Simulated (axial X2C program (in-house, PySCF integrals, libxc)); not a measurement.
# Cl or Br: which binds elements of chip processing more strongly?

Calculated with an in-house all-electron X2C program for linear molecules (integrals from PySCF), spin-free (one-electron X2C) or two-component (2c: spin–orbit coupling with atomic mean-field Coulomb and Gaunt terms, which also bring small scalar terms), in Dyall basis sets with cores contracted in-house; open shells are unrestricted.

Level PBE0, spin-free. Dyall triple-zeta sets: BCl v3z/av3z; BBr v3z/cv3z; SiCl v3z/av3z; SiBr v3z/cv3z; TiCl cv3z/av3z; TiBr cv3z/cv3z; GaCl cv3z/av3z; GaBr cv3z/cv3z; GeCl cv3z/av3z; GeBr cv3z/cv3z; ZrCl cv3z/av3z; ZrBr cv3z/cv3z; InCl cv3z/av3z; InBr cv3z/cv3z; SnCl cv3z/av3z; SnBr cv3z/cv3z; SbCl cv3z/av3z; SbBr cv3z/cv3z.

Diatomic bonds are a first guide to the radicals met in plasma etching, cleaning and deposition, though surfaces and higher halides or oxides behave in their own way.

```json
{"element M": "B", "state of MCl": "M_S = 0, Λ = 0", "Re MCl (Å)": "1.720", "D0 MCl (eV)": "5.23", "state of MBr": "M_S = 0, Λ = 0", "Re MBr (Å)": "1.889", "D0 MBr (eV)": "4.52"}
{"element M": "Si", "state of MCl": "M_S = 1/2, Λ = 1", "Re MCl (Å)": "2.078", "D0 MCl (eV)": "4.30", "state of MBr": "M_S = 1/2, Λ = 1", "Re MBr (Å)": "2.233", "D0 MBr (eV)": "3.80"}
{"element M": "Ti", "state of MCl": "M_S = 3/2, Λ = 3", "Re MCl (Å)": "2.253", "D0 MCl (eV)": "4.59", "state of MBr": "M_S = 3/2, Λ = 3", "Re MBr (Å)": "2.400", "D0 MBr (eV)": "4.07"}
{"element M": "Ga", "state of MCl": "M_S = 0, Λ = 0", "Re MCl (Å)": "2.217", "D0 MCl (eV)": "4.78", "state of MBr": "M_S = 0, Λ = 0", "Re MBr (Å)": "2.367", "D0 MBr (eV)": "4.32"}
{"element M": "Ge", "state of MCl": "M_S = 1/2, Λ = 1", "Re MCl (Å)": "2.177", "D0 MCl (eV)": "4.03", "state of MBr": "M_S = 1/2, Λ = 1", "Re MBr (Å)": "2.321", "D0 MBr (eV)": "3.60"}
{"element M": "Zr", "state of MCl": "M_S = 3/2, Λ = 0", "Re MCl (Å)": "2.328", "D0 MCl (eV)": "4.99", "state of MBr": "M_S = 3/2, Λ = 0", "Re MBr (Å)": "2.477", "D0 MBr (eV)": "4.43"}
{"element M": "In", "state of MCl": "M_S = 0, Λ = 0", "Re MCl (Å)": "2.418", "D0 MCl (eV)": "4.54", "state of MBr": "M_S = 0, Λ = 0", "Re MBr (Å)": "2.560", "D0 MBr (eV)": "4.14"}
{"element M": "Sn", "state of MCl": "M_S = 1/2, Λ = 1", "Re MCl (Å)": "2.373", "D0 MCl (eV)": "3.88", "state of MBr": "M_S = 1/2, Λ = 1", "Re MBr (Å)": "2.515", "D0 MBr (eV)": "3.49"}
{"element M": "Sb", "state of MCl": "M_S = 1, Λ = 0", "Re MCl (Å)": "2.344", "D0 MCl (eV)": "3.17", "state of MBr": "M_S = 1, Λ = 0", "Re MBr (Å)": "2.487", "D0 MBr (eV)": "2.81"}
```

Work out the energy at 0 K of MCl + Br → MBr + Cl for each element.

ΔE = D0(MCl) − D0(MBr) at PBE0, spin-free: B 0.71, Si 0.50, Ti 0.52, Ga 0.46, Ge 0.43, Zr 0.56, In 0.40, Sn 0.39, Sb 0.36 eV (negative: the exchange gives off energy).

For which element is the exchange to Br most and for which least favourable, and what is the energy of SbCl + BBr → SbBr + BCl?

Sb most (0.36 eV; too close to rank against Si, Ga, Ge, In, Sn), B least (0.71 eV; too close to rank against Zr). The atoms cancel in the double exchange: ΔE = 0.36 − (0.71) = -0.35 eV, a figure less sensitive to errors in the atoms than D0 itself.

Each entry is the lowest single determinant of a limited PBE0 search at one distance. D0 = De minus the zero-point energy; De goes to single-determinant-based atoms at the same level (for ions the charge split of lowest energy) and is withheld (n/a) where an atom does not fit its ground term or J level. Main or longest-lived isotopes. One determinant is a doubtful description, or other states lie close, for TiCl, TiBr, ZrCl, ZrBr, SbCl, SbBr; these need not be ground states, and all values refer to the states named. The functionals have no current term, which raises determinants with orbital currents. Spin-free values lack the spin–orbit lowering of the atoms, a third of the ²P splitting for halogens (0.036 eV for Cl, 0.152 eV for Br from NIST levels). These D0 were not checked against measured values; triple-zeta sets, frozen cores and single determinants leave errors of some tenths of an eV, more for transition metals.
